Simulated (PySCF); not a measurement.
PySCF input (HF/def2-TZVPD):

```python
from pyscf import gto, scf, dft

mol = gto.M(
    atom='''
    B     0.87062296    0.07410961   -0.54685126
    F     1.33371246    0.57535593    0.59461577
    O    -0.37541775   -0.34515595   -0.73557179
    C    -1.39658970   -0.31057808    0.28267760
    H    -1.01023654    0.10094491    1.21432879
    H    -2.21650375    0.30379072   -0.08474483
    H    -1.74690640   -1.32877096    0.44163913
    ''',
    basis='def2-tzvpd',
    charge=0,
    spin=1,
    verbose=4,
)

mf = scf.UHF(mol).density_fit(auxbasis='def2-universal-jkfit')
mf.conv_tol = 1e-9
mf.max_cycle = 100
mf.max_memory = 1500
mf.kernel()
if not mf.converged:
    mf = mf.newton()
    mf.kernel(mf.make_rdm1())
for _ in range(2):
    mo, _, stable, _ = mf.stability(return_status=True)
    if stable:
        break
    mf.kernel(mf.make_rdm1(mo, mf.mo_occ))
mf.analyze()
```

Output:

```
PySCF version 2.14.0

[INPUT] verbose = 4
[INPUT] num. atoms = 7
[INPUT] num. electrons = 31
[INPUT] charge = 0
[INPUT] spin (= nelec alpha-beta = 2S) = 1
[INPUT] symmetry False subgroup None
[INPUT] Mole.unit = angstrom
[INPUT] Symbol           X                Y                Z      unit          X                Y                Z       unit  Magmom
[INPUT]  1 B      0.870622960000   0.074109610000  -0.546851260000 AA    1.645238952158   0.140046866098  -1.033399112273 Bohr   0.0
[INPUT]  2 F      1.333712460000   0.575355930000   0.594615770000 AA    2.520351278320   1.087265131844   1.123660954647 Bohr   0.0
[INPUT]  3 O     -0.375417750000  -0.345155950000  -0.735571790000 AA   -0.709436729800  -0.652250215764  -1.390029228056 Bohr   0.0
[INPUT]  4 C     -1.396589700000  -0.310578080000   0.282677600000 AA   -2.639172041388  -0.586907511493   0.534183245549 Bohr   0.0
[INPUT]  5 H     -1.010236540000   0.100944910000   1.214328790000 AA   -1.909070381628   0.190758233569   2.294748838274 Bohr   0.0
[INPUT]  6 H     -2.216503750000   0.303790720000  -0.084744830000 AA   -4.188585041571   0.574081259984  -0.160144519173 Bohr   0.0
[INPUT]  7 H     -1.746906400000  -1.328770960000   0.441639130000 AA   -3.301174661250  -2.511013196675   0.834577001591 Bohr   0.0

nuclear repulsion = 107.077334136546
number of shells = 69
number of NR pGTOs = 247
number of NR cGTOs = 181
basis = def2-tzvpd
ecp = {}

******** <class 'pyscf.df.df_jk.DFUHF'> ********
method = DFUHF
initial guess = minao
damping factor = 0
level_shift factor = 0
DIIS = <class 'pyscf.scf.diis.CDIIS'>
diis_start_cycle = 1
diis_space = 8
diis_damp = 0
SCF conv_tol = 1e-09
SCF conv_tol_grad = None
SCF max_cycles = 100
direct_scf = False
number electrons alpha = 16  beta = 15
Set gradient conv threshold to 3.16228e-05
******** <class 'pyscf.df.df.DF'> ********
auxbasis = def2-universal-jkfit
init E= -239.150496940842
  alpha nocc = 16  HOMO = -0.127820967318936  LUMO = 0.0510898723301609
  beta  nocc = 15  HOMO = -0.388648770543365  LUMO = -0.127820967318936

WARN: HOMO -0.127820967318936 >= LUMO -0.127820967318936

cycle= 1 E= -238.6374876199  delta_E= 0.513  |g|= 0.444  |ddm|= 1.42
  alpha nocc = 16  HOMO = -0.358403536495139  LUMO = 0.0627232306921748
  beta  nocc = 15  HOMO = -0.483539479695218  LUMO = 0.0236002799842474
  HOMO = -0.358403536495  LUMO = 0.0236002799842  gap/eV = 10.39485
cycle= 2 E= -238.718443440395  delta_E= -0.081  |g|= 0.247  |ddm|= 0.508
  alpha nocc = 16  HOMO = -0.356266602465755  LUMO = 0.0691828017023758
  beta  nocc = 15  HOMO = -0.509265458314863  LUMO = 0.0364682899961259
  HOMO = -0.356266602466  LUMO = 0.0364682899961  gap/eV = 10.68686
cycle= 3 E= -238.739655197798  delta_E= -0.0212  |g|= 0.0523  |ddm|= 0.166
  alpha nocc = 16  HOMO = -0.360964370822387  LUMO = 0.0726976517439199
  beta  nocc = 15  HOMO = -0.494400127076765  LUMO = 0.041977825102137
  HOMO = -0.360964370822  LUMO = 0.0419778251021  gap/eV = 10.96462
[...]
  beta  nocc = 15  HOMO = -0.498507875722426  LUMO = 0.0417556697420451
  HOMO = -0.369892343955  LUMO = 0.041755669742  gap/eV = 11.20151
Extra cycle  E= -238.743159044069  delta_E= -4.61e-11  |g|= 4.19e-06  |ddm|= 9.06e-06
converged SCF energy = -238.743159044069  <S^2> = 0.75338483  2S+1 = 2.003382
uhf_internal: lowest eigs of H = [0.31875363 0.48215277 0.5075144 ]
<class 'pyscf.df.df_jk.DFUHF'> wavefunction is stable in the internal stability analysis
**** SCF Summaries ****
Total Energy =                        -238.743159044068761
Nuclear Repulsion Energy =             107.077334136545673
One-electron Energy =                 -541.223238076178859
Two-electron Energy =                  195.402744895564382
Two-electron Coulomb Energy =          223.971791524652161
DFT Exchange-Correlation Energy =      -28.569046629087779
HOMO-LUMO gap [eV] =                    11.201513005078516
**** MO energy ****
                             alpha | beta                alpha | beta
MO #1   energy= -26.3078466807226  | -26.3040769239658  occ= 1 | 1
MO #2   energy= -20.5890959789711  | -20.5879190443453  occ= 1 | 1
MO #3   energy= -11.2975367148692  | -11.2962261806584  occ= 1 | 1
MO #4   energy= -7.69782047376105  | -7.67502022253894  occ= 1 | 1
MO #5   energy= -1.62386287058295  | -1.6127127792624   occ= 1 | 1
MO #6   energy= -1.39640765257887  | -1.39194922392139  occ= 1 | 1
MO #7   energy= -0.968379102981398 | -0.959868734323084 occ= 1 | 1
MO #8   energy= -0.791551947477213 | -0.778525709994266 occ= 1 | 1
MO #9   energy= -0.732875310978709 | -0.717730708748029 occ= 1 | 1
MO #10  energy= -0.693502949825795 | -0.687710512303432 occ= 1 | 1
MO #11  energy= -0.690000808557296 | -0.669017400291424 occ= 1 | 1
MO #12  energy= -0.641407852596218 | -0.643588422609248 occ= 1 | 1
MO #13  energy= -0.628384603195884 | -0.623305708493075 occ= 1 | 1
MO #14  energy= -0.525537783012737 | -0.521962184245663 occ= 1 | 1
MO #15  energy= -0.495524916478239 | -0.498507875722426 occ= 1 | 1
MO #16  energy= -0.369892343955073 | 0.0417556697420451 occ= 1 | 0
MO #17  energy= 0.0556880336590919 | 0.0735806416503981 occ= 0 | 0
MO #18  energy= 0.0812154347024063 | 0.0956646267355881 occ= 0 | 0
MO #19  energy= 0.0940322339183648 | 0.102510761228598  occ= 0 | 0
MO #20  energy= 0.0946166992943722 | 0.120288019173194  occ= 0 | 0
MO #21  energy= 0.128326181884518  | 0.135969244221569  occ= 0 | 0
MO #22  energy= 0.142218754715941  | 0.145543842954714  occ= 0 | 0
MO #23  energy= 0.143146555126591  | 0.153146970077693  occ= 0 | 0
MO #24  energy= 0.15242404869554   | 0.157970233344788  occ= 0 | 0
MO #25  energy= 0.172152774512032  | 0.177621717459071  occ= 0 | 0
MO #26  energy= 0.189048046893528  | 0.193507941636106  occ= 0 | 0
MO #27  energy= 0.189094590601789  | 0.207360588178606  occ= 0 | 0
MO #28  energy= 0.21066705908958   | 0.213418681530051  occ= 0 | 0
MO #29  energy= 0.211632880813029  | 0.213820670202745  occ= 0 | 0
MO #30  energy= 0.217404333671333  | 0.220988333857712  occ= 0 | 0
MO #31  energy= 0.232730998492707  | 0.25753391705361   occ= 0 | 0
MO #32  energy= 0.261774468975292  | 0.264858249211777  occ= 0 | 0
MO #33  energy= 0.265879149109118  | 0.268981028442181  occ= 0 | 0
MO #34  energy= 0.27276519707177   | 0.283574388859455  occ= 0 | 0
MO #35  energy= 0.280704335461753  | 0.286294360180722  occ= 0 | 0
MO #36  energy= 0.290749320114136  | 0.292914725486847  occ= 0 | 0
MO #37  energy= 0.307095012447168  | 0.308954379496535  occ= 0 | 0
MO #38  energy= 0.320404774922631  | 0.32824025370038   occ= 0 | 0
MO #39  energy= 0.335142582066788  | 0.338775017207606  occ= 0 | 0
MO #40  energy= 0.359742218869599  | 0.366930892711835  occ= 0 | 0
MO #41  energy= 0.366873574746821  | 0.373737305623253  occ= 0 | 0
MO #42  energy= 0.371157991057308  | 0.379756849566234  occ= 0 | 0
MO #43  energy= 0.388326829109727  | 0.394270021912942  occ= 0 | 0
MO #44  energy= 0.395399237538474  | 0.39704574051425   occ= 0 | 0
MO #45  energy= 0.397179024317173  | 0.404540694957663  occ= 0 | 0
MO #46  energy= 0.399940188673761  | 0.404859725987439  occ= 0 | 0
MO #47  energy= 0.423028847275815  | 0.435363644576284  occ= 0 | 0
MO #48  energy= 0.43155069935101   | 0.444186641443974  occ= 0 | 0
MO #49  energy= 0.450231470779954  | 0.451599803046835  occ= 0 | 0
MO #50  energy= 0.450311699425629  | 0.453310991963746  occ= 0 | 0
MO #51  energy= 0.459378213425753  | 0.473430593014485  occ= 0 | 0
MO #52  energy= 0.482960458013167  | 0.483755721779571  occ= 0 | 0
MO #53  energy= 0.498314539862204  | 0.503068847097244  occ= 0 | 0
MO #54  energy= 0.513426424788857  | 0.515856319021597  occ= 0 | 0
MO #55  energy= 0.526590309556492  | 0.534719634894863  occ= 0 | 0
MO #56  energy= 0.583012893318131  | 0.583520669689474  occ= 0 | 0
MO #57  energy= 0.632974805933857  | 0.634846658298468  occ= 0 | 0
MO #58  energy= 0.65799327857636   | 0.664188156503795  occ= 0 | 0
MO #59  energy= 0.658078960126309  | 0.669130069278814  occ= 0 | 0
MO #60  energy= 0.666835742169077  | 0.688309660245108  occ= 0 | 0
MO #61  energy= 0.699702385871289  | 0.714687327986246  occ= 0 | 0
MO #62  energy= 0.71091434381264   | 0.725375492692486  occ= 0 | 0
MO #63  energy= 0.717519418893101  | 0.726268665862402  occ= 0 | 0
MO #64  energy= 0.731754821383139  | 0.732865591831562  occ= 0 | 0
MO #65  energy= 0.74099769440471   | 0.750490483073681  occ= 0 | 0
MO #66  energy= 0.75316655278531   | 0.753847629622823  occ= 0 | 0
MO #67  energy= 0.773067747825512  | 0.775557171779495  occ= 0 | 0
MO #68  energy= 0.796781520370928  | 0.800093320402155  occ= 0 | 0
MO #69  energy= 0.82499294991247   | 0.846719912018236  occ= 0 | 0
MO #70  energy= 0.851170846335187  | 0.858662371065134  occ= 0 | 0
MO #71  energy= 0.864409625103763  | 0.878479293685547  occ= 0 | 0
MO #72  energy= 0.882945526686292  | 0.889112917443911  occ= 0 | 0
MO #73  energy= 0.888102135754808  | 0.895294305910514  occ= 0 | 0
MO #74  energy= 0.928850138687803  | 0.934021751106903  occ= 0 | 0
MO #75  energy= 0.933382509728004  | 0.941523039694264  occ= 0 | 0
MO #76  energy= 0.959642315593258  | 0.969367782578555  occ= 0 | 0
MO #77  energy= 1.03478546276878   | 1.04422618257379   occ= 0 | 0
MO #78  energy= 1.06751235946138   | 1.06930933280297   occ= 0 | 0
MO #79  energy= 1.09759254459343   | 1.12217266714945   occ= 0 | 0
MO #80  energy= 1.13227849954071   | 1.15308010382664   occ= 0 | 0
MO #81  energy= 1.15133374549757   | 1.15923952112818   occ= 0 | 0
MO #82  energy= 1.16675271662384   | 1.17217667678131   occ= 0 | 0
MO #83  energy= 1.19770884181035   | 1.21427670772542   occ= 0 | 0
MO #84  energy= 1.21921476869464   | 1.22859640802538   occ= 0 | 0
MO #85  energy= 1.24233907216078   | 1.24302276677976   occ= 0 | 0
MO #86  energy= 1.26314768292933   | 1.26491384527428   occ= 0 | 0
MO #87  energy= 1.28923804321577   | 1.29566311717609   occ= 0 | 0
MO #88  energy= 1.33935622676496   | 1.34294894601652   occ= 0 | 0
MO #89  energy= 1.3992805018661    | 1.40610571459898   occ= 0 | 0
MO #90  energy= 1.4022557626004    | 1.41229611629831   occ= 0 | 0
MO #91  energy= 1.42292754803312   | 1.4283328393254    occ= 0 | 0
MO #92  energy= 1.48739766704605   | 1.48974758495273   occ= 0 | 0
MO #93  energy= 1.5485173750256    | 1.56832283018933   occ= 0 | 0
MO #94  energy= 1.63717441568954   | 1.6546003517862    occ= 0 | 0
MO #95  energy= 1.75166030796846   | 1.75595645715389   occ= 0 | 0
MO #96  energy= 1.81563201429143   | 1.82336271688578   occ= 0 | 0
MO #97  energy= 1.84477375631398   | 1.854880144453     occ= 0 | 0
MO #98  energy= 1.85362519058036   | 1.85521938179626   occ= 0 | 0
MO #99  energy= 1.88502912359298   | 1.88861852777701   occ= 0 | 0
MO #100 energy= 2.00237830431687   | 2.00544790525965   occ= 0 | 0
MO #101 energy= 2.02679467204988   | 2.0300172628514    occ= 0 | 0
MO #102 energy= 2.03428493427842   | 2.04704684721909   occ= 0 | 0
MO #103 energy= 2.05738241021806   | 2.0612334692915    occ= 0 | 0
MO #104 energy= 2.11002710612472   | 2.12229436476983   occ= 0 | 0
[...]
```

It need not be the lowest isomer of its formula.
